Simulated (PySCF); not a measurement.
Isomers of H5FSi3. Gas-phase values, no solvent. One relaxed conformer stands for each flexible species; it need not be the lowest. Strings in code marks are SMILES.

Level of theory: ωB97X-D3(BJ)/def2-TZVP (PySCF). All candidates: neutral, multiplicity 1. Excitations are Tamm–Dancoff values on a coarser integration grid. The basis has no diffuse functions, so Rydberg states are missing or too high.

```yaml
HOMO: -8.07 eV
brightest of the four lowest singlets (TDA): 4.27 eV
S1 excitation (TDA): 3.45 eV
```

Say which member has these values.
A) `F/[SiH]=[SiH]\[SiH3]`
B) `F/[SiH]=[SiH]/[SiH3]`
C) `F[SiH2][SiH]=[SiH2]` (F–Si–Si–Si torsion 1°)
D) `F[Si](=[SiH2])[SiH3]`

D, `F[Si](=[SiH2])[SiH3]`. The others give `F[SiH2][SiH]=[SiH2]` (F–Si–Si–Si torsion 1°): -8.17 eV, 4.25 eV, 4.05 eV; `F/[SiH]=[SiH]/[SiH3]`: -8.33 eV, 4.26 eV, 3.94 eV; `F/[SiH]=[SiH]\[SiH3]`: -8.23 eV, 4.24 eV, 3.91 eV
